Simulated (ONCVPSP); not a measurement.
Scattering properties, ONCV potential for Ir (Z = 77)

```json
{
  "Element": "iridium",
  "Generator": "ONCVPSP 4.0.1",
  "Type": "optimised norm-conserving Vanderbilt (ONCV)",
  "Functional": "PBEsol",
  "Relativity": "scalar-relativistic",
  "Frozen core": "[Kr] 4d10",
  "Valence charge": "31",
  "Reference configuration": "4f14 5s2 5p6 5d7 6s2",
  "Partial waves": "5s+6s: rc 1.40 bohr, ncon 4, nbas 8, qcut 7.4 1/bohr, 2 projectors; 5p: rc 1.90 bohr, ncon 4, nbas 9, qcut 6 1/bohr, 1 projector; 5d: rc 2.25 bohr, ncon 5, nbas 10, qcut 6.8 1/bohr, 2 projectors, debl 1.7 Ha; 4f: rc 0.65 bohr, ncon 4, nbas 8, qcut 25.1 1/bohr, 2 projectors, debl 0.6 Ha",
  "Local potential": "polynomial inside 0.55 bohr (lpopt 5, dvloc0 6 Ha)",
  "Core correction": "Teter function, fcfact 2, rcfact 1.5"
}
```

In the f channel the program set the typed energies aside and used -2.287, 0.250 Ha.

The phase is arctan(r·R′/R) of the radial function R(r), unwrapped; energies in Ha, scanned from -5 to 5 Ha. A pole is an energy at which the radial function vanishes at the test radius. The pseudo phase is shifted by a multiple of π to meet the all-electron one at the reference energy, and phase errors are pseudo minus all-electron; the curves can meet again beyond the range given. Levels narrower than the energy grid can be missing from the lists of poles.

```tsv
channel	radius (bohr)	reference energy (Ha)	poles, all-electron	poles, pseudo	unbroken range about the reference energy with phases within 0.05 rad	phase error 1 Ha above the reference energy (rad)
s	1.42	-0.23	-2.53	-2.53	the whole range	-0.000
p	1.93	-2.01	-1.75, 4.99	-1.75, 3.89	below 0.0	-0.006
d	2.29	-0.26	0.12, 4.52	0.12, 4.53	the whole range	+0.000
f	0.66	-2.29	2.82	2.82	the whole range	-0.000
```

Note: ghosts flagged at negative energy: s at -969.1 eV, p at -413.2 eV; GHOST(+) flagged for d at 381.5 eV. A true bound ghost makes a file unfit for plane-wave use.

Phases in the p channel:

```json
{"E (Ha)": "-4.96", "all-electron": "1.342", "pseudo": "1.342"}
{"E (Ha)": "-4.48", "all-electron": "1.320", "pseudo": "1.319"}
{"E (Ha)": "-4.00", "all-electron": "1.288", "pseudo": "1.288"}
{"E (Ha)": "-3.52", "all-electron": "1.239", "pseudo": "1.238"}
{"E (Ha)": "-3.04", "all-electron": "1.139", "pseudo": "1.137"}
{"E (Ha)": "-2.56", "all-electron": "0.766", "pseudo": "0.760"}
{"E (Ha)": "-2.08", "all-electron": "-1.220", "pseudo": "-1.220"}
{"E (Ha)": "-1.60", "all-electron": "-1.639", "pseudo": "-1.641"}
{"E (Ha)": "-1.12", "all-electron": "-1.773", "pseudo": "-1.778"}
{"E (Ha)": "-0.64", "all-electron": "-1.881", "pseudo": "-1.893"}
{"E (Ha)": "-0.16", "all-electron": "-2.020", "pseudo": "-2.050"}
{"E (Ha)": "0.32", "all-electron": "-2.268", "pseudo": "-2.364"}
{"E (Ha)": "0.80", "all-electron": "-2.827", "pseudo": "-3.120"}
{"E (Ha)": "1.28", "all-electron": "-3.689", "pseudo": "-3.964"}
{"E (Ha)": "1.76", "all-electron": "-4.177", "pseudo": "-4.325"}
{"E (Ha)": "2.24", "all-electron": "-4.390", "pseudo": "-4.487"}
{"E (Ha)": "2.72", "all-electron": "-4.503", "pseudo": "-4.580"}
{"E (Ha)": "3.20", "all-electron": "-4.573", "pseudo": "-4.643"}
{"E (Ha)": "3.68", "all-electron": "-4.622", "pseudo": "-4.693"}
{"E (Ha)": "4.16", "all-electron": "-4.660", "pseudo": "-4.738"}
{"E (Ha)": "4.64", "all-electron": "-4.692", "pseudo": "-4.785"}
```
